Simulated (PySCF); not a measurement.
Compound: (F2In-mu-SH)2.
Bonds: In1–F2, In1–F3, In1–S4, In1–S8, S4–In5, In5–F6, In5–F7, In5–S8. Hydrogens: H9 on S4; H10 on S8.

Method: PySCF, PBE0-D3(BJ)/def2-SVP geometry optimisation, gas phase, def2 core potentials past Kr.

Problem. What internal coordinates does the optimisation give?

Solution. 
```json
{"bond": "In1–F2 and 3 like bonds", "length (bohr)": "3.682"}
{"bond": "In1–S4 and 3 like bonds", "length (bohr)": "4.861"}
{"bond": "S4–H9, S8–H10", "length (bohr)": "2.563"}
```

Bonds in one row agree within 0.02 bohr and their mean is given. A selection of angles:
```json
{"angle": "F2–In1–F3", "degrees": "125.1"}
{"angle": "F2–In1–S4", "degrees": "109.5"}
{"angle": "F2–In1–S8", "degrees": "106.2"}
{"angle": "F3–In1–S8", "degrees": "110.8"}
{"angle": "S4–In1–S8", "degrees": "94.5"}
{"angle": "In1–S4–In5", "degrees": "85.5"}
{"angle": "In1–S4–H9", "degrees": "93.2"}
{"angle": "F7–In5–S8", "degrees": "106.8"}
{"angle": "H9–S4–In5", "degrees": "92.9"}
{"angle": "H10–S8–In1", "degrees": "92.8"}
{"angle": "H10–S8–In5", "degrees": "93.1"}
```

Torsions: F2–In1–S4–In5 -109° (anticlinal); F2–In1–S8–In5 112° (anticlinal); In1–S4–In5–F6 -111° (anticlinal); S4–In5–S8–In1 0° (synperiplanar).

All 4 In–S bonds measure 2.572 to 2.573 Å. In1 (indium bonded to 2 F and 2 S) has angles from 94.5° to 125.1°. S4 (sulfur bonded to 2 In and H) is pyramidal (angles 93.2°, 92.9° and 85.5°, sum 271.6°, 1.06 Å off the plane of its three neighbours). All 4 F–In bonds measure 1.948 to 1.949 Å.

Whether it is a minimum is left open (no frequencies). One conformer, not necessarily the lowest.

On one thread, AMD EPYC 7R43 (x86_64), on a shared host, this took 3.0 min and 0.69 GiB of memory at its peak. These figures are those of the optimisation.
